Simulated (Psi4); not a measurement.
Ca, singlet. Base run: PBE0/3-21G (Psi4).

Here is a job for Psi4.
```
memory 2 GB

molecule {
0 1
Ca    0.00000000    0.00000000    0.00000000
}

set {
  basis 3-21g
}

energy('pbe0')
print_variables()
```

Variants of this job, named by their change:

| change | basis functions | E (Eh) |
|---|---|---|
| base | 17 | -674.02342 |
| basis = STO-3G | … | … |
| basis = 6-31G* | … | … |
| basis = def2-SVP | 24 | -677.29031 |
| basis = def2-SV(P) | 24 | -677.29031 |
| basis = def2-SVPD | … | … |
| basis = def2-TZVPP | 36 | -677.37591 |
| basis = def2-TZVP | 36 | -677.37591 |
| basis = 6-311G** | 39 | -677.37355 |
| basis = cc-pVTZ | … | … |
| basis = 6-311+G(2d,p) | 48 | -677.37358 |
| basis = def2-QZVP | 56 | -677.38928 |
| basis = def2-QZVPP | 70 | -677.38928 |

What belongs in the gaps?


- basis = STO-3G, basis functions: 13
- basis = STO-3G, E (Eh): -670.55631
- basis = 6-31G*, basis functions: 23
- basis = 6-31G*, E (Eh): -677.33706
- basis = def2-SVPD, basis functions: 27
- basis = def2-SVPD, E (Eh): -677.29055
- basis = cc-pVTZ, basis functions: 43
- basis = cc-pVTZ, E (Eh): -677.38736

Totals compare only among sets that treat the same electrons; sets with core potentials leave the core out.
